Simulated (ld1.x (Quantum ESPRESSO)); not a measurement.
# Transferability test, TM semilocal potential for iodine

| Quantity | Value |
| --- | --- |
| Element | iodine |
| Generator | ld1.x (Quantum ESPRESSO) 7.5 |
| Type | norm-conserving Troullier–Martins (semilocal form) |
| Functional | PBE |
| Relativity | scalar-relativistic |
| Frozen core | [Ar] 3d10 4s2 |
| Valence charge | 23 |
| Reference configuration | 4p6 4d10 5s1.75 5p5.25 |
| Partial waves | 5s (bound): rc 1.30 bohr; 4d (bound): rc 0.90 bohr; 4p (bound): rc 1.10 bohr |
| Local potential | the p channel |
| Core correction | none |

Occupied shells without a wave of their own: 5p. They enter only through the test configuration that unscreens the potential.

Energies are relative to the spin-unpolarised reference configuration 4p6 4d10 5s1.75 5p5.25; without spin polarisation the order of configurations can differ from experiment.

Give the all-electron excitation energy and the error of the potential for: 4p6 4d10 5s2 5p5; 4p6 4d10 5s2 5p4; 4p6 4d10 5s2 5p3; 4p6 4d10 5s2 5p1; 4p6 4d9 5s2 5p6; 4p6 4d10 5s1 5p5; 4p6 4d10 5s2 5p2.

```csv
valence configuration,charge,ΔE all-electron (eV),error AE − PS (meV)
4p6 4d10 5s2 5p5,0,-2.586,-112
4p6 4d10 5s2 5p4,+1,8.545,-692
4p6 4d10 5s2 5p3,+2,28.391,-1495
4p6 4d10 5s2 5p1,+4,97.144,-3739
4p6 4d9 5s2 5p6,0,43.276,+643
4p6 4d10 5s1 5p5,+1,19.525,-182
4p6 4d10 5s2 5p2,+3,57.719,-2514
```

The 5p level has no wave, so the channel is fitted at the deeper level alone: the likely source of the large errors.

The potential misses its own reference levels by up to 0.5 eV.
